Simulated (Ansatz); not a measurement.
`C[SiH2][NH][AlH2]` + `C[SiH](S)Cl` → `C[SiH2]S[SiH](C)Cl` + `[NH2][AlH2]`  (ligand exchange at the Si–N bond)

Isolated molecules relaxed with PBE0-D4/def2-TZVP in Ansatz; ΔE leaves out vibrations. CCSD(T)/CBS is the MP2 limit (def2-TZVPP, def2-QZVPP) plus CCSD(T) − MP2 in def2-TZVPP, frozen cores. This one scheme is used for every species. DFT in def2-TZVPP. B3LYP here is the variant with VWN-RPA as its local correlation; programs differ in this. Each species was taken in one conformer, which may not be the lowest.

`C[SiH2][NH][AlH2]`:

Cartesian coordinates in Å:
```
C 1.928 0.601 -0.211
Si 0.080 0.860 -0.269
N -0.791 -0.283 0.695
Al -1.982 -1.508 0.195
H 2.440 1.344 -0.830
H 2.307 0.701 0.810
H 2.197 -0.393 -0.577
H -0.208 2.256 0.175
H -0.418 0.697 -1.662
H -0.600 -0.228 1.688
H -2.631 -2.405 1.329
H -2.321 -1.643 -1.343
```

`C[SiH](S)Cl`:

Z-matrix (Å, degrees):
```
C
Si 1 1.855
H 1 1.092 2 110.1
H 1 1.092 2 110.6 3 -120.1
H 1 1.092 2 110.2 3 120.3
S 2 2.127 1 112.6 3 58.6
Cl 2 2.062 1 107.8 3 -178.0
H 2 1.480 1 113.1 3 -59.4
H 6 1.344 2 94.4 1 51.7
```

`C[SiH2]S[SiH](C)Cl`:

Cartesian coordinates in Å:
```
C -0.976 0.537 2.479
Si -0.772 -0.761 1.163
S 1.293 -0.999 0.606
Si 1.399 0.309 -1.062
C 0.483 -0.311 -2.550
Cl 0.651 2.181 -0.594
H -2.025 0.610 2.779
H -0.651 1.510 2.107
H -0.381 0.286 3.359
H -1.568 -0.427 -0.048
H -1.197 -2.094 1.661
H 2.845 0.477 -1.335
H 0.598 0.389 -3.380
H -0.581 -0.424 -2.336
H 0.883 -1.283 -2.849
```

`[NH2][AlH2]`:

```xyz
6

N    -0.652   -0.579   -0.346
Al    0.576    0.511    0.306
H    -1.174   -1.248    0.195
H    -0.930   -0.620   -1.313
H     0.884    0.435    1.857
H     1.296    1.500   -0.699
```

CCSD(T)/CBS gives -15.5 kJ/mol.

Another level gave -5.6 kJ/mol. Which?
A. MP2/def2-TZVPP
B. B3LYP/def2-TZVPP
C. CCSD(T)/def2-TZVPP
D. PBE0-D4/def2-TZVPP

B. B3LYP -5.6, PBE0-D4 -21.7, MP2/def2-TZVPP -15.9, CCSD(T)/def2-TZVPP -10.5 kJ/mol.

Largest T1 diagnostic among the species: 0.011.

In def2-TZVPP, CCSD(T) changes the Hartree–Fock value by −12.6 kJ/mol (the triples alone add −3.0 kJ/mol) and MP2 by −18.0 kJ/mol. The D4 term adds −10.4 kJ/mol with B3LYP and −6.1 kJ/mol with PBE0; it sums over pairs of atoms, weighted by their polarisabilities, and B3LYP, whose exchange is more repulsive, gets the larger term.
